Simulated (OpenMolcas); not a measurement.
**Ne III: the spin-orbit constant, Slater's ratio, worked from levels**

```yaml
Program: OpenMolcas 26.06
Basis: ANO-RCC-VQZP [5s4p3d2f1g]
Scalar_Hamiltonian: DKH2, point nucleus
Active_space: 6 electrons in 9 orbitals (RAS2 2s 2p; RAS3 3d, at most 2 electrons)
State_averaging: 2S+1 = 3 even, 3 roots; 2S+1 = 1 even, 6 roots; 2S+1 = 3 odd, 3 roots; 2S+1 = 1 odd, 3 roots
Spin-orbit_coupling: RASSI with atomic mean-field integrals over the reference wave functions, term energies averaged over their components
```

Methods: RASSCF; SS-RASPT2, IPEA 0.25 Eh, imaginary shift 0.1 Eh (closed shells correlated: 1s). Measured levels: Moore, Atomic Energy Levels, vol. I, NSRDS-NBS 35 (1971 reprint of NBS Circular 467, 1949).

**The spin-orbit constant.** For the Hund term 3P of p4, E(J) = (A/2) J(J+1) + constant and ζ = -2S·A = -2A. From J = 0 to J = 2 the energy changes by 3 A.

| Source | E(2) - E(0) | A | ζ |
| --- | --- | --- | --- |
| RASSCF | -883.8 | -294.6 | 589 |
| SS-RASPT2 | -883.7 | -294.6 | 589 |
| measured | -927.0 | -309.0 | 618 |

All in cm-1. SS-RASPT2 is off by -4.7 % and RASSCF by -4.7 %. Both methods take the spin-orbit matrix elements from the reference wave functions, so the second can move ζ only through the term energies and any multistate remixing. Second-order mixing with other terms is absorbed into this ζ.

**Slater's ratio.** With one set of orbitals, p4 has 1D - 3P = 6 F2 and 1S - 1D = 9 F2 (F2 = F²/25), a ratio of 3/2. Term energies are centres of gravity, weighted by 2J + 1.

```csv
Source,1D - 3P,1S - 3P,F2 from the first,Ratio
RASSCF,26899,57505,4483,1.138
SS-RASPT2,25600,55392,4267,1.164
measured,25521,55427,4254,1.172
```

Energies in cm-1. A ratio away from 3/2 shows effects beyond one configuration with one set of orbitals, and in heavier atoms second-order spin-orbit shifts.

CASPT2 breaks the degeneracy within a term, and the mean is taken; among the terms shown or strongly mixed into the levels shown the widest spread is 12 cm-1 (2s2 2p4 1D, SS-RASPT2). Active for correlation alone: 3d; no level in the range computed is led by a configuration that fills it, so any true level of that kind is missing. Computed and measured levels are paired by configuration, term and J; levels that our copy of the source lacks, or whose pairing is in doubt (as where it misses far off the trend of its configuration), stay unpaired and out of the deviations. Only configurations of the active space appear.
